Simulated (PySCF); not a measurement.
C5H6BF. Atoms are numbered in the order given.

```xyz
13

C     -0.5778     2.7268     0.0000
C     -0.0255     1.6460     0.0000
C      0.5832     0.3525     0.0000
C      1.9275     0.2194     0.0000
B     -0.3492    -0.9163     0.0000
C      0.1218    -2.4083     0.0000
F     -1.6614    -0.6926     0.0000
H     -1.0641     3.6846     0.0000
H      2.5950     1.0862     0.0000
H      2.3936    -0.7688     0.0000
H     -0.3048    -2.9197     0.8796
H      1.2076    -2.5665     0.0000
H     -0.3048    -2.9197    -0.8796
```

Coordinates come from a PBE0-D3(BJ)/def2-SVP optimisation. The structure was generated by enumeration, and PubChem lists no compound with its InChIKey, so it may never have been made. Other conformers were not sampled.

Method: PBE/def2-TZVP run with PySCF.

Symmetry labels are those of the subgroup Cs that the program uses (full group Cs).

**Question.** List the valence orbital energies around the gap with their symmetry. (An estimate is asked for; the answer gives what the named calculation found.)

**Answer.** 
```json
[
 {"orbital": "HOMO−7", "symmetry": "A'", "energy (eV)": "-10.27"},
 {"orbital": "HOMO−6", "symmetry": "A\"", "energy (eV)": "-9.65"},
 {"orbital": "HOMO−5", "symmetry": "A'", "energy (eV)": "-9.58"},
 {"orbital": "HOMO−4", "symmetry": "A'", "energy (eV)": "-9.51"},
 {"orbital": "HOMO−3", "symmetry": "A\"", "energy (eV)": "-8.50"},
 {"orbital": "HOMO−2", "symmetry": "A'", "energy (eV)": "-7.73"},
 {"orbital": "HOMO−1", "symmetry": "A'", "energy (eV)": "-6.58"},
 {"orbital": "HOMO", "symmetry": "A\"", "energy (eV)": "-6.27"},
 {"orbital": "LUMO", "symmetry": "A\"", "energy (eV)": "-2.74"},
 {"orbital": "LUMO+1", "symmetry": "A\"", "energy (eV)": "-0.65"},
 {"orbital": "LUMO+2", "symmetry": "A'", "energy (eV)": "-0.04"},
 {"orbital": "LUMO+3", "symmetry": "A'", "energy (eV)": "0.39"}
]
```
